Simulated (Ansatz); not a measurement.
Z-matrix (Å, degrees):
```
C
N 1 1.433
H 1 1.092 2 108.7
H 1 1.094 2 108.7 3 -116.1
H 1 1.096 2 113.6 3 122.3
C 2 1.247 1 123.8 3 -136.0
Se 6 1.972 2 129.0 1 1.6
H 6 1.088 2 119.8 1 179.4
Al 7 2.310 6 97.3 2 -72.4
H 9 1.581 7 119.2 6 3.4
H 9 1.580 7 116.2 6 -176.6
```

Total charge 0; spin multiplicity 1.

**Question.** List the PBE/def2-TZVPP orbital energies in eV (the Gaussian-basis code of Ansatz). (An estimate is asked.)

**Answer.** The calculation gave: Occupied: -12302.18, -1562.17, -1507.06, -1402.95, -1402.91, -1402.88, -380.95, -270.84, -269.72, -205.15, -150.47, -150.35, -150.28, -107.32, -69.42, -69.24, -69.16, -53.56, -53.54, -53.47, -53.38, -53.38, -23.48, -18.34, -17.20, -13.83, -11.85, -11.16, -10.96, -10.06, -9.26, -8.34, -7.53, -6.93, -6.22, -5.97. Lowest empty: -2.28, -1.74, -0.82, -0.44, 0.33, 0.95, 1.75, 1.97.
